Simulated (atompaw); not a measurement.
**Pb: PAW (atompaw) pseudisation with PBEsol, scalar-relativistic reference atom.**

* Element: lead
* Generator: atompaw 4.2.0.5
* Type: PAW
* Functional: PBEsol
* Relativity: scalar-relativistic
* Frozen core: [Xe] 4f14 5d10
* Valence charge: 4
* Reference configuration: 6s2 6p2
* Partial waves: 6s (bound): rc 1.75 bohr; 6s channel at 4.25 Ry: rc 1.75 bohr; 6p (bound): rc 2.70 bohr; 6p channel at 4.75 Ry: rc 2.70 bohr; 6d channel at 0.5 Ry: rc 2.70 bohr; 6d channel at 1.4 Ry: rc 2.70 bohr
* Local potential: troulliermartins scheme with l = 3 at -0.5 Ry, radius 1.95 bohr
* Core correction: smooth core density matched at 1.80 bohr
* Augmentation charge: sinc compensation charge, radius 2.60 bohr; PAW radius 2.70 bohr; waves and projectors: custom polynom2 7 10 vanderbiltortho

All-electron outer shells of the reference configuration (PBEsol, scalar-relativistic, ld1.x):

| shell | level (eV) | outermost node (bohr) | outermost maximum (bohr) |
| --- | --- | --- | --- |
| 5p | -85.81 | 0.49 | 0.88 |
| 5d | -21.16 | 0.52 | 1.07 |
| 6s | -12.10 | 1.01 | 1.95 |
| 6p | -3.52 | 1.18 | 2.63 |

**Question.** Does the generator finish with these settings?

**Answer.** Yes, a potential is produced.

**Question.** Estimate the cutoffs (Ry, on a coarse ladder) from which the occupation-weighted sum of valence levels, in a spherical-Bessel basis at the reference potential, stays within 10 and 1 mRy of its value at 400 Ry.

**Answer.** 18 Ry and 21 Ry.

**Question.** What does a ghost test show?

**Answer.** Ghost states, extra bound levels that the all-electron valence spectrum of the same l lacks: s at -354.5 eV, d at -7.0 eV. A true bound ghost makes a file unfit for plane-wave use.

**Question.** Is the overlap operator S = 1 + Σ q|β⟩⟨β| positive definite (Bessel basis up to 400 Ry)?

**Answer.** Yes: its lowest eigenvalue is 0.09 (s channel).

**Question.** Which valence shell sets the plane-wave cutoff?

**Answer.** 6s: its level needs 18 Ry to come within 1 mRy, against 12 Ry for 6p.
